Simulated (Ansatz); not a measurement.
Species: C₃, net charge 0, singlet state. 
Structure (B3LYP-D3(BJ)/def2-TZVP (Ansatz, a first-principles code) minimum search):
```xyz
3

C      0.0000     0.0000    -1.2873
C      0.0000     0.0000     0.0000
C      0.0000     0.0000     1.2873
```
Charge 0, spin multiplicity 1.

Computed values are from Ansatz. Cores are frozen in the correlated levels unless marked. UHF or UKS for open shells. Spin-orbit coupling is left out. Non-relativistic. Basis-set limits of correlation are two-point, X^-3; Hartree-Fock from the larger set.

```yaml
atomisation energy De: 1333.0 kJ/mol at CCSD(T)/CBS(aug-cc-pVTZ,aug-cc-pVQZ)
total_energy: -113.8760 Eh at CCSD(T)/CBS(aug-cc-pVTZ,aug-cc-pVQZ)
dipole_moment: 0.00 D at CCSD(T)/aug-cc-pVDZ
T1 diagnostic: 0.023 at CCSD/aug-cc-pVQZ
```

The Hartree-Fock reference is unstable (checked in the largest basis), which strains HF and MP2.
